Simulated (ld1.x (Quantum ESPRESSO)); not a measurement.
What one change does to a pseudopotential (tellurium, TM)

* Element: tellurium (Te)
* Generator: ld1.x (Quantum ESPRESSO) 7.5
* Type: norm-conserving Troullier–Martins (Kleinman–Bylander form)
* Functional: LDA (PZ)
* Relativity: scalar-relativistic
* Frozen core: [Kr]
* Valence charge: 16
* Reference configuration: 4d10 5s2 5p4
* Partial waves: 5s (bound): rc 1.95 bohr; 4d (bound): rc 1.35 bohr; 5p (bound): rc 1.60 bohr
* Local potential: the p channel
* Core correction: a·sin(br)/r model core, default radius (core density twice the valence density)

Change: local potential the s channel.

Cutoffs: the cutoffs (Ry, on a coarse ladder) from which the occupation-weighted sum of valence levels, in a spherical-Bessel basis at the reference potential, stays within 10 and 1 mRy of its value at 400 Ry; they do not see the model core or the augmentation charge, which bear on the density cutoff. Errors are all-electron minus pseudo energies relative to the spin-unpolarised reference configuration.

Problem. How do hardness, ghosts and transferability respond?

Solution. The potential gets neither clearly harder nor softer (110 Ry and 180 Ry → 110 Ry and 180 Ry); the bound ghosts move from s to p; of the 9 tests that both files solve, the error grows in 3 and shrinks in 4 by more than 15 % and 0.3 meV (median size 2.7 → 1.6 meV); the range in which the s phases agree narrows (upper end at the end of the scan → 3.6); the range in which the p phases agree widens (upper end 1.6 → at the end of the scan). In the separable form a ghost depends on how the local part lies against the semilocal potential of the channel, so the choice of the local part can create or remove one.

```tsv
quantity	base	changed
cutoff, loose	110 Ry	110 Ry
cutoff, tight	180 Ry	180 Ry
loose cutoff by channel (10 mRy a level)	s 21 Ry, d 90 Ry, p 35 Ry	p 40 Ry, d 90 Ry, s 21 Ry
bound ghosts	s	p
error for 4d10 5s2 5p3, meV [ΔE 9.92 eV]	+1.6	-0.6
error for 4d10 5s2 5p2, meV [ΔE 28.09 eV]	+9.9	+1.6
error for 4d10 5s2 5p1, meV [ΔE 55.32 eV]	+15	+4.1
error for 4d9 5s2 5p5, meV [ΔE 38.15 eV]	-237	-357
error for 4d10 5s2 5p3.5, meV [ΔE 3.98 eV]	-0.1	-0.6
error for 4d10 5s0 5p6, meV [ΔE 18.92 eV]	+2.7	-3.2
error for 4d10 5s2 5p4.3, meV [ΔE -1.52 eV]	+0.6	+0.5
error for 4d10 5s2 5p4 (spin-polarised), meV [ΔE -0.48 eV]	+0.3	+0.1
error for 4d10 5s2 5p3 (spin-polarised), meV [ΔE 8.60 eV]	-2.8	-2.0
s: phases at 2.15 bohr within 0.05 rad from the reference energy up to (Ry; the scan ends near 5)	to the end of the scan	3.6
p: phases at 2.15 bohr within 0.05 rad from the reference energy up to (Ry; the scan ends near 5)	1.6	to the end of the scan
d: phases at 2.15 bohr within 0.05 rad from the reference energy up to (Ry; the scan ends near 5)	-0.3	-0.1
```

 A true bound ghost makes a file unfit for plane-wave use even where its test errors are small: the radial tests pick states by their node count and pass the ghost by.
